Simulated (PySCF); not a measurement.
Excitations are Tamm–Dancoff values on a coarser integration grid. The basis has no diffuse functions, so Rydberg states are missing or too high.

Cartesian coordinates (Å):
```xyz
24

B      0.1147     2.3346     0.9685
C      0.0221     1.1021     0.0162
C     -1.5165     1.0587    -0.2649
C     -1.8793    -0.1196    -1.1837
C     -1.3770    -1.4524    -0.6206
C      0.1319    -1.4172    -0.3527
C      0.5169    -0.2574     0.5745
C      1.9868    -0.1732     0.9000
C      2.9764    -0.9421     0.4133
H      0.1276     3.4679     0.5208
H      0.0557     2.1874     2.1795
H      0.5222     1.2931    -0.9598
H     -1.8555     2.0132    -0.7195
H     -2.0703     0.9480     0.6953
H     -2.9791    -0.1485    -1.3357
H     -1.4240     0.0539    -2.1839
H     -1.6255    -2.2809    -1.3164
H     -1.9135    -1.6728     0.3298
H      0.6742    -1.3015    -1.3182
H      0.4698    -2.3810     0.0829
H     -0.0169    -0.4043     1.5456
H      2.2484     0.6346     1.6111
H      4.0227    -0.7803     0.7152
H      2.7881    -1.7623    -0.2973
```
Charge 0, spin multiplicity 1.

**Question.** Give the T1 excitation (TDA), HOMO–LUMO gap, S1–T1 gap (TDA), total energy, LUMO, dipole moment, S1 excitation (TDA) and HOMO at the level PBE-D3(BJ)/def2-TZVP // PBE-D3(BJ)/def2-SVP (PySCF).

**Answer.** 
```yaml
T1 excitation (TDA): 3.91 eV
HOMO–LUMO gap: 3.93 eV
S1–T1 gap (TDA): 0.04 eV
total_energy: -338.3390 Ha
LUMO: -2.25 eV
dipole_moment: 1.23 D
S1 excitation (TDA): 3.95 eV
HOMO: -6.19 eV
```
